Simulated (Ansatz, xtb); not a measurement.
How methods differ on BHSBr (SMILES S[B]Br)

BHSBr: 4 atoms, total charge 0, spin state doublet. SMILES: `S[B]Br`. The coordinates come from a PBE0-D4/def2-TZVP relaxation.

```xyz
4

S    -0.7020    0.2646   -0.8085
B     0.4662   -0.1030    0.4572
Br    0.5666   -1.7386    1.3835
H    -0.2753    1.5168   -1.0525
```

Each level gives the dipole moment (D). The values are calculated.

```csv
level,kind,program,value (D),CPU time
GFN2-xTB,semi-empirical,xtb,3.04,under 2 s
GFN0-xTB,semi-empirical,xtb,3.08,under 2 s
GFN1-xTB,semi-empirical,xtb,1.90,under 2 s
UHF/STO-3G,Hartree–Fock,Ansatz,1.96,0.61 s
UHF/3-21G,Hartree–Fock,Ansatz,1.60,1 s
UHF/def2-SVP,Hartree–Fock,Ansatz,1.47,2.7 s
UPBE/3-21G,GGA,Ansatz,0.93,4.1 s
UPBE/6-31G,GGA,Ansatz,1.43,5.3 s
UBLYP/6-31G** (spherical functions),GGA,Ansatz,1.20,7.3 s
UB3LYP/6-31G* (spherical functions),global hybrid,Ansatz,1.29,9.8 s
```

All-electron rows without a relativistic Hamiltonian named are non-relativistic. The values span 0.93 to 3.08 D. Magnitudes only: a small dipole may point the other way at some levels. Sets without polarisation functions give poor dipoles. Without the sets that lack polarisation functions the rows with a basis span only 1.20 to 1.47 D. CPU times are rough (shared hosts, several kinds of processor): they show what a rung costs within a factor of a few.
